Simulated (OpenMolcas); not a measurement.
A calculation on Se²⁺.

| Item | Value |
| --- | --- |
| Program | OpenMolcas |
| Method | SS-CASPT2, IPEA 0.25 Eh, imaginary shift 0.1 Eh (closed shells correlated: 3d) |
| Basis | ANO-RCC-VQZP [7s6p4d2f1g] |
| Scalar Hamiltonian | DKH2, point nucleus |
| Active space | 4 electrons in 8 orbitals (4s 4p 5s 5p) |
| State averaging | 2S+1 = 3 even, 3 roots; 2S+1 = 1 even, 9 roots; 2S+1 = 5 odd, 1 root; 2S+1 = 3 odd, 9 roots; 2S+1 = 1 odd, 8 roots |
| Spin-orbit coupling | RASSI with atomic mean-field integrals over the reference wave functions, term energies averaged over their components |

(1) Which level of the active space comes out lowest?

(2) How high does 4s 4p3 5S* 2 lie?

(3) How high does 4s2 4p2 1D2 lie?

(4) How high does 4s 4p3 3P* 2 lie?

(5) The level at 0.422 eV has J = 2. What is it made of, and what is its g factor?

Measured values: Moore, Atomic Energy Levels, vol. II, NSRDS-NBS 35 (1971 reprint of NBS Circular 467, 1952).

Answers

(1) 4s2 4p2 3P0, with 99 % of that term; it is also the measured ground level.

(2) 7.973 eV above the lowest level.

(3) 1.576 eV above the lowest level; measured 1.6158 eV above the ground level, so the calculation is off by -2 %.

(4) 13.144 eV above the lowest level.

(5) 97 % 4s2 4p2 3P2, 3 % 4s2 4p2 1D; g = 1.486, against 1.501 from Landé's formula for the pure leading term.

CASPT2 breaks the degeneracy within a term, and the mean is taken; among the terms shown or strongly mixed into the levels shown the widest spread is 120 cm-1 (4s 4p3 3P*). Over all roots computed the reference weight is 0.84 to 0.98; the roots of lowest weight are the least certain, and an intruder state may touch them. The run also gave levels led by 4s2 4p 5p, which use shells meant for correlation; these and all levels above them are left out. Terms of s pⁿ other than that of highest spin mix with s² pⁿ⁻² d, which this space lacks; all of them can be thousands of cm-1 off, and some have no real level of that name. Measured partners are found by configuration, term and J. A level has none where our copy of the source lacks it or the pairing is in doubt (some pairs that miss far off the trend of their configuration count as doubtful), and it then counts in no deviation. Levels of configurations outside the active space are missing.

* marks odd parity.
